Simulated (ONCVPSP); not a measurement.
## As (Z = 33) ONCV: all-electron and pseudo phase curves

- Element: As
- Generator: ONCVPSP 4.0.1
- Type: optimised norm-conserving Vanderbilt (ONCV)
- Functional: PBEsol
- Relativity: scalar-relativistic
- Frozen core: [Ar]
- Valence charge: 15
- Reference configuration: 3d10 4s2 4p3
- Partial waves: 4s: rc 1.55 bohr, ncon 4, nbas 7, qcut 4.4 1/bohr, 2 projectors, debl 0.3 Ha; 4p: rc 2.00 bohr, ncon 4, nbas 9, qcut 4.3 1/bohr, 2 projectors, debl 1 Ha; 3d: rc 0.80 bohr, ncon 4, nbas 8, qcut 23.9 1/bohr, 2 projectors, debl 3.8 Ha
- Local potential: polynomial inside 0.70 bohr (lpopt 5, dvloc0 -1 Ha)
- Core correction: Teter function, fcfact 3, rcfact 1.65

In the s channel the program set the typed energies aside and used -0.533, 0.250 Ha.

The phase is arctan(r·R′/R) of the radial function R(r), unwrapped; energies in Ha, scanned from -3 to 5 Ha. A pole is an energy at which the radial function vanishes at the test radius. The pseudo phase is shifted by a multiple of π to meet the all-electron one at the reference energy, and phase errors are pseudo minus all-electron; the curves can meet again beyond the range given. Levels narrower than the energy grid can be missing from the lists of poles.

Task: For each channel, where are the poles, and over which energies does the pseudopotential scatter like the atom?

Result:

```
channel  radius (bohr)  reference energy (Ha)  poles, all-electron  poles, pseudo  unbroken range about the reference energy with phases within 0.05 rad  phase error 1 Ha above the reference energy (rad)
      s           1.57                  -0.53                 2.83           2.79                                                              below 4.7                                             -0.000
      p           2.02                  -0.19                 1.41           1.41                                                              below 3.9                                             +0.000
      d           0.81                  -1.49                 1.71           1.71                                                        the whole range                                             -0.000
```

Note: ghosts flagged at negative energy: s at -226.8 eV; GHOST(+) flagged for p at 17.3 eV. A true bound ghost makes a file unfit for plane-wave use.

Phases in the s channel:

| E (Ha) | all-electron | pseudo |
| --- | --- | --- |
| -2.98 | 1.078 | 1.076 |
| -2.54 | 0.979 | 0.978 |
| -2.10 | 0.822 | 0.821 |
| -1.66 | 0.552 | 0.551 |
| -1.22 | 0.095 | 0.094 |
| -0.78 | -0.472 | -0.472 |
| -0.34 | -0.889 | -0.889 |
| 0.10 | -1.131 | -1.131 |
| 0.54 | -1.275 | -1.275 |
| 0.98 | -1.369 | -1.369 |
| 1.42 | -1.436 | -1.436 |
| 1.86 | -1.487 | -1.488 |
| 2.30 | -1.528 | -1.530 |
| 2.74 | -1.564 | -1.567 |
| 3.18 | -1.596 | -1.601 |
| 3.62 | -1.627 | -1.637 |
| 4.06 | -1.658 | -1.677 |
| 4.50 | -1.692 | -1.729 |
| 4.94 | -1.731 | -1.807 |
